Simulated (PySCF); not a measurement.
CH3BeClS, SMILES C[S][Be][Cl].

Geometry: B3LYP-D3(BJ)/def2-SVP. The values are those of a single conformer.

All values below come from C-PCM-B3LYP/def2-SVP (PySCF).

The values are the electrostatic part of the solvation free energy, E(continuum) − E(gas) at the gas-phase geometry, in a cavity of scaled van der Waals radii (PySCF's table); cavitation and dispersion terms are not included. A continuum can't describe solvent molecules that bind to the metal. In vacuum the orbital gap is 5.92 eV. The dipole moment in vacuum is 1.74 D.

Computed values in water (ε = 78.36), chlorobenzene (ε = 5.70), acetone (ε = 20.49):
```csv
solvent,ε,ΔG(elec) (kcal/mol),dipole (D),gap (eV)
water,78.36,-5.7,2.09,6.20
chlorobenzene,5.70,-4.6,2.02,6.15
acetone,20.49,-5.4,2.07,6.19
```
